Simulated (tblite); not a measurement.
A geometry optimisation, step by step.

C3H8BN.
Numbering: `[BH3-:1][N+:2]#[C:3][CH2:4][CH3:5]` (hydrogens: H6, H7, H8 on B1; H9, H10 on C4; H11, H12, H13 on C5)
Bond orders are those of one Lewis drawing.

Computed with GFN2-xTB (tblite), gas phase: L-BFGS steps from a force-field or distance-geometry start until the largest atomic force falls under 0.01 eV/Å. 12 of its 62 geometries are shown.

Step 0: E = -397.8471 eV, largest atomic force 2.030 eV/Å
```
atom  x, y, z in Å  |  force x, y, z in eV/Å
B1      2.647    0.423    0.155   -0.393   0.210  -0.452
N2      1.226   -0.062    0.023    0.309   0.055  -0.014
C3      0.140   -0.447   -0.052   -0.345  -0.516  -0.482
C4     -1.263   -0.898   -0.197    1.101  -0.199   1.694
C5     -2.112    0.363   -0.035    0.751   0.352  -0.216
H6      3.359   -0.183   -0.582   -0.289  -0.272  -0.086
H7      2.676    1.582   -0.148   -0.327  -0.047  -0.007
H8      2.965    0.284    1.270   -0.042  -0.185   0.568
H9     -1.445   -1.408   -1.138    0.200  -0.048  -0.041
H10    -1.441   -1.603    0.685    0.071   0.567  -1.145
H11    -3.169    0.140   -0.241    0.524   0.389   0.191
H12    -1.665    1.100   -0.763   -0.979  -0.425   0.794
H13    -1.924    0.709    1.006   -0.579   0.120  -0.806
```

Step 6: E = -398.1052 eV, largest atomic force 0.404 eV/Å
```
atom  x, y, z in Å  |  force x, y, z in eV/Å
B1      2.629    0.427    0.151    0.090   0.073  -0.083
N2      1.253   -0.063    0.013   -0.021  -0.083  -0.018
C3      0.188   -0.492   -0.084   -0.026  -0.042   0.057
C4     -1.198   -0.892   -0.165    0.077  -0.068   0.299
C5     -2.068    0.352   -0.029   -0.032   0.403   0.009
H6      3.307   -0.216   -0.591   -0.085  -0.054  -0.018
H7      2.623    1.584   -0.153   -0.129  -0.067   0.008
H8      2.935    0.265    1.290   -0.069  -0.037   0.070
H9     -1.396   -1.395   -1.106    0.088  -0.067  -0.277
H10    -1.436   -1.600    0.641    0.159   0.065  -0.057
H11    -3.116    0.160   -0.225   -0.088  -0.251  -0.024
H12    -1.739    1.113   -0.734    0.012   0.059  -0.020
H13    -1.984    0.758    0.974    0.026   0.069   0.056
```

Step 11: E = -398.1253 eV, largest atomic force 0.154 eV/Å
```
atom  x, y, z in Å  |  force x, y, z in eV/Å
B1      2.630    0.425    0.148   -0.013  -0.062   0.042
N2      1.260   -0.078    0.010   -0.026  -0.036   0.021
C3      0.192   -0.500   -0.072    0.107   0.109   0.019
C4     -1.192   -0.881   -0.159    0.015   0.015  -0.027
C5     -2.068    0.372   -0.026    0.013  -0.079  -0.007
H6      3.290   -0.232   -0.599    0.019   0.023   0.011
H7      2.589    1.579   -0.156   -0.032  -0.037  -0.009
H8      2.916    0.257    1.298   -0.005   0.006  -0.067
H9     -1.366   -1.383   -1.117    0.005   0.077   0.023
H10    -1.411   -1.596    0.639   -0.038   0.007   0.014
H11    -3.108    0.121   -0.223    0.010   0.005   0.017
H12    -1.748    1.132   -0.737   -0.049  -0.026   0.004
H13    -1.988    0.784    0.977   -0.005  -0.002  -0.040
```

Step 17: E = -398.1291 eV, largest atomic force 0.074 eV/Å
```
atom  x, y, z in Å  |  force x, y, z in eV/Å
B1      2.635    0.416    0.148   -0.003  -0.014   0.024
N2      1.271   -0.089    0.019   -0.036  -0.028  -0.006
C3      0.194   -0.483   -0.063    0.009  -0.041   0.019
C4     -1.185   -0.874   -0.156   -0.044   0.040  -0.044
C5     -2.073    0.369   -0.027   -0.019  -0.015   0.003
H6      3.298   -0.231   -0.600    0.045  -0.021  -0.020
H7      2.571    1.565   -0.160    0.018   0.060  -0.016
H8      2.919    0.255    1.294    0.055   0.002   0.029
H9     -1.355   -1.360   -1.123    0.025  -0.001   0.036
H10    -1.414   -1.591    0.639    0.010  -0.003  -0.033
H11    -3.111    0.107   -0.216   -0.004   0.004   0.026
H12    -1.766    1.127   -0.744   -0.034  -0.001  -0.017
H13    -1.990    0.789    0.972   -0.022   0.017   0.000
```

Step 22: E = -398.1323 eV, largest atomic force 0.072 eV/Å
```
atom  x, y, z in Å  |  force x, y, z in eV/Å
B1      2.647    0.408    0.151    0.005   0.023  -0.030
N2      1.281   -0.106    0.029    0.045   0.009   0.014
C3      0.197   -0.480   -0.050   -0.036   0.003   0.000
C4     -1.186   -0.860   -0.158    0.028  -0.033   0.025
C5     -2.087    0.370   -0.027   -0.006   0.025  -0.009
H6      3.320   -0.231   -0.600   -0.039   0.017   0.030
H7      2.562    1.559   -0.166    0.036  -0.054   0.031
H8      2.946    0.254    1.296    0.014   0.018  -0.023
H9     -1.337   -1.341   -1.128   -0.018  -0.022  -0.049
H10    -1.418   -1.588    0.625   -0.003  -0.010   0.004
H11    -3.124    0.094   -0.199   -0.017  -0.030   0.013
H12    -1.803    1.122   -0.759   -0.015   0.029   0.009
H13    -2.001    0.800    0.968    0.007   0.024  -0.016
```

Step 28: E = -398.1336 eV, largest atomic force 0.043 eV/Å
```
atom  x, y, z in Å  |  force x, y, z in eV/Å
B1      2.652    0.406    0.152   -0.017  -0.024   0.030
N2      1.285   -0.111    0.038   -0.035   0.015   0.001
C3      0.197   -0.476   -0.046    0.041   0.006   0.011
C4     -1.185   -0.858   -0.160   -0.001   0.025  -0.023
C5     -2.094    0.370   -0.029    0.002  -0.017   0.002
H6      3.320   -0.234   -0.599   -0.015  -0.013  -0.004
H7      2.570    1.554   -0.163    0.009   0.019  -0.008
H8      2.962    0.259    1.295   -0.001  -0.006  -0.013
H9     -1.334   -1.335   -1.135    0.000   0.009   0.023
H10    -1.421   -1.590    0.620    0.014   0.019  -0.019
H11    -3.129    0.080   -0.187    0.003   0.001   0.010
H12    -1.825    1.125   -0.765   -0.006  -0.024  -0.010
H13    -2.001    0.811    0.961    0.006  -0.010  -0.001
```

Step 33: E = -398.1347 eV, largest atomic force 0.049 eV/Å
```
atom  x, y, z in Å  |  force x, y, z in eV/Å
B1      2.656    0.402    0.158    0.011   0.033  -0.024
N2      1.284   -0.099    0.054    0.026   0.017  -0.006
C3      0.199   -0.467   -0.043   -0.048   0.009   0.000
C4     -1.182   -0.850   -0.166    0.002  -0.024   0.014
C5     -2.100    0.368   -0.030   -0.005   0.010  -0.005
H6      3.306   -0.248   -0.602   -0.014  -0.001   0.018
H7      2.586    1.552   -0.160    0.007  -0.016  -0.004
H8      2.979    0.259    1.296    0.000  -0.025   0.014
H9     -1.331   -1.325   -1.140    0.022  -0.004  -0.036
H10    -1.418   -1.585    0.609    0.019  -0.016   0.022
H11    -3.133    0.060   -0.169   -0.014   0.016   0.019
H12    -1.856    1.118   -0.778    0.003   0.000  -0.010
H13    -1.995    0.817    0.954   -0.007   0.001  -0.002
```

Step 39: E = -398.1358 eV, largest atomic force 0.022 eV/Å
```
atom  x, y, z in Å  |  force x, y, z in eV/Å
B1      2.658    0.403    0.163    0.001  -0.006  -0.009
N2      1.280   -0.082    0.064    0.003   0.008  -0.004
C3      0.196   -0.452   -0.041    0.004   0.006  -0.001
C4     -1.180   -0.848   -0.171    0.002   0.013   0.008
C5     -2.107    0.364   -0.033   -0.013   0.005   0.008
H6      3.289   -0.264   -0.600    0.009   0.003  -0.002
H7      2.606    1.552   -0.160    0.012  -0.010   0.012
H8      2.990    0.249    1.298   -0.021   0.003  -0.006
H9     -1.319   -1.319   -1.149    0.007  -0.009   0.018
H10    -1.407   -1.587    0.605   -0.002  -0.007  -0.020
H11    -3.141    0.052   -0.148   -0.010  -0.006  -0.011
H12    -1.879    1.109   -0.792   -0.003  -0.010   0.004
H13    -1.990    0.823    0.946    0.010   0.011   0.004
```

Step 44: E = -398.1361 eV, largest atomic force 0.016 eV/Å
```
atom  x, y, z in Å  |  force x, y, z in eV/Å
B1      2.660    0.402    0.162    0.000  -0.005   0.005
N2      1.280   -0.075    0.064   -0.004   0.000  -0.015
C3      0.195   -0.444   -0.040    0.006  -0.001   0.007
C4     -1.180   -0.846   -0.170    0.000  -0.002  -0.003
C5     -2.111    0.363   -0.031    0.006  -0.004  -0.003
H6      3.287   -0.268   -0.600    0.009   0.000  -0.003
H7      2.616    1.550   -0.158    0.010   0.008   0.000
H8      2.987    0.246    1.298   -0.008  -0.003   0.003
H9     -1.312   -1.318   -1.149   -0.008   0.007  -0.002
H10    -1.404   -1.590    0.600   -0.003   0.006   0.009
H11    -3.146    0.048   -0.142    0.008  -0.005   0.007
H12    -1.888    1.104   -0.795   -0.006   0.002  -0.004
H13    -1.988    0.828    0.944   -0.012  -0.003  -0.001
```

Step 50: E = -398.1364 eV, largest atomic force 0.026 eV/Å
```
atom  x, y, z in Å  |  force x, y, z in eV/Å
B1      2.663    0.400    0.162    0.005   0.013  -0.008
N2      1.280   -0.068    0.057    0.015   0.001   0.001
C3      0.196   -0.438   -0.037   -0.016  -0.004  -0.020
C4     -1.178   -0.843   -0.170    0.002  -0.001   0.004
C5     -2.115    0.361   -0.031   -0.007   0.004   0.004
H6      3.290   -0.272   -0.600   -0.001   0.003   0.013
H7      2.632    1.551   -0.154    0.001  -0.007   0.000
H8      2.981    0.240    1.300    0.003  -0.010   0.003
H9     -1.310   -1.312   -1.149   -0.001  -0.005  -0.004
H10    -1.403   -1.589    0.599    0.005   0.007   0.006
H11    -3.148    0.039   -0.133   -0.010  -0.008  -0.005
H12    -1.902    1.099   -0.801    0.000   0.003   0.000
H13    -1.991    0.832    0.941    0.004   0.003   0.005
```

Step 55: E = -398.1366 eV, largest atomic force 0.022 eV/Å
```
atom  x, y, z in Å  |  force x, y, z in eV/Å
B1      2.664    0.401    0.161   -0.001  -0.014   0.010
N2      1.280   -0.064    0.050   -0.014  -0.004  -0.002
C3      0.196   -0.435   -0.044    0.018   0.013   0.000
C4     -1.178   -0.842   -0.169   -0.004   0.008  -0.008
C5     -2.117    0.361   -0.031    0.000  -0.002  -0.004
H6      3.292   -0.272   -0.597    0.006  -0.004  -0.005
H7      2.641    1.552   -0.153   -0.006   0.003   0.003
H8      2.975    0.234    1.301   -0.001   0.005  -0.002
H9     -1.312   -1.314   -1.148   -0.007  -0.006   0.010
H10    -1.400   -1.585    0.603    0.013   0.002  -0.002
H11    -3.149    0.035   -0.133    0.009   0.007   0.003
H12    -1.905    1.098   -0.801   -0.009  -0.001   0.005
H13    -1.992    0.832    0.942   -0.005  -0.006  -0.007
```

Step 61: E = -398.1368 eV, largest atomic force 0.010 eV/Å
```
atom  x, y, z in Å  |  force x, y, z in eV/Å
B1      2.669    0.398    0.163   -0.002   0.000  -0.002
N2      1.283   -0.059    0.043    0.007  -0.001  -0.001
C3      0.197   -0.424   -0.053   -0.006  -0.003  -0.003
C4     -1.176   -0.836   -0.172    0.005  -0.005   0.002
C5     -2.124    0.360   -0.031    0.000  -0.001   0.002
H6      3.299   -0.277   -0.593   -0.002   0.000  -0.003
H7      2.653    1.550   -0.148    0.002  -0.001   0.004
H8      2.972    0.226    1.304    0.000   0.004   0.005
H9     -1.314   -1.315   -1.146    0.000   0.002  -0.004
H10    -1.387   -1.578    0.605    0.003   0.001   0.003
H11    -3.153    0.024   -0.124   -0.010   0.001  -0.001
H12    -1.926    1.097   -0.805    0.002   0.002  -0.005
H13    -1.997    0.835    0.938    0.001   0.001   0.005
```

Q: Summarise the path.

A: The energy falls by 6.68 kcal/mol from step 0 to step 61; nine tenths of that is first reached at step 7. It falls at every step. The largest force goes from 2.030 to 0.010 eV/Å. Among the bonds C4–H10 changes most, from 1.143 to 1.095 Å; the atoms move by 0.124 Å rms after alignment.

Q: Follow the three bonds and two angles with the largest change from start to end.

A: 
| step | E above end (kcal/mol) | largest force (eV/Å) | C4–H10 (Å) | B1–N2 (Å) | C3–C4 (Å) | C4–C5–H12 (°) | C3–C4–C5 (°) |
| --- | --- | --- | --- | --- | --- | --- | --- |
| 0 | 6.68 | 2.030 | 1.143 | 1.508 | 1.481 | 104.5 | 105.3 |
| 3 | 2.11 | 0.718 | 1.082 | 1.489 | 1.441 | 108.0 | 106.6 |
| 5 | 1.01 | 0.418 | 1.097 | 1.471 | 1.444 | 109.4 | 108.0 |
| 8 | 0.42 | 0.226 | 1.096 | 1.467 | 1.444 | 110.3 | 109.0 |
| 11 | 0.27 | 0.154 | 1.094 | 1.466 | 1.438 | 110.2 | 109.1 |
| 13 | 0.23 | 0.062 | 1.094 | 1.463 | 1.436 | 110.3 | 109.2 |
| 16 | 0.19 | 0.072 | 1.094 | 1.460 | 1.436 | 110.3 | 109.2 |
| 19 | 0.14 | 0.075 | 1.095 | 1.464 | 1.437 | 110.0 | 109.7 |
| 21 | 0.12 | 0.067 | 1.094 | 1.465 | 1.438 | 110.0 | 110.1 |
| 24 | 0.09 | 0.037 | 1.094 | 1.463 | 1.438 | 110.3 | 110.5 |
| 27 | 0.08 | 0.040 | 1.094 | 1.465 | 1.438 | 110.5 | 110.5 |
| 29 | 0.07 | 0.038 | 1.095 | 1.466 | 1.439 | 110.7 | 110.5 |
| 32 | 0.05 | 0.050 | 1.094 | 1.464 | 1.438 | 110.7 | 110.8 |
| 34 | 0.04 | 0.037 | 1.094 | 1.464 | 1.438 | 110.6 | 110.9 |
| 37 | 0.03 | 0.044 | 1.094 | 1.465 | 1.438 | 110.6 | 110.7 |
| 40 | 0.02 | 0.027 | 1.095 | 1.464 | 1.438 | 110.6 | 110.7 |
| 42 | 0.02 | 0.026 | 1.094 | 1.464 | 1.438 | 110.5 | 110.7 |
| 45 | 0.02 | 0.020 | 1.094 | 1.464 | 1.438 | 110.4 | 110.6 |
| 48 | 0.01 | 0.024 | 1.094 | 1.464 | 1.438 | 110.5 | 110.6 |
| 50 | 0.01 | 0.026 | 1.094 | 1.464 | 1.438 | 110.5 | 110.8 |
| 53 | 0.01 | 0.016 | 1.094 | 1.464 | 1.438 | 110.4 | 110.9 |
| 56 | 0.00 | 0.025 | 1.094 | 1.464 | 1.438 | 110.4 | 110.8 |
| 58 | 0.00 | 0.018 | 1.094 | 1.464 | 1.438 | 110.5 | 110.9 |
| 61 | 0.00 | 0.010 | 1.095 | 1.464 | 1.438 | 110.6 | 111.0 |

The cost below is that of the whole relaxation. Hardware: one thread of an Arm Neoverse V2, on a shared host. Cost: 0.17 s of wall time.
